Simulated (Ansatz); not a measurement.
`[SiH3][N]([SiH3])[In]([Cl])[Cl]`. Charge 0, multiplicity 1. In takes the def2 core potential.

```xyz
12

Si    0.6629   -0.2540   -1.5799
N    -0.0091   -0.0112    0.0043
Si    0.5947    1.2814    0.9974
In   -1.4786   -1.2106    0.6821
Cl   -2.1323   -3.0800   -0.4893
Cl   -2.5500   -0.7386    2.6640
H    -0.2996   -1.0295   -2.4038
H     1.9529   -0.9924   -1.5248
H     0.9123    1.0699   -2.2126
H     2.0515    1.4415    0.7377
H    -0.0781    2.5733    0.6964
H     0.3733    0.9502    2.4284
```

(1) What are the harmonic wavenumbers in cm⁻¹ at PBE0-D4/def2-TZVP (Ansatz, finite differences of forces, unscaled)? (An estimate is asked.)

## Answers

(1) The calculation gave: 29i, 27, 77, 77, 82, 97, 141, 152, 162, 344, 389, 396, 661, 665, 690, 714, 911, 932, 936, 941, 957, 962, 990, 996, 2210, 2212, 2216, 2221, 2231, 2233.
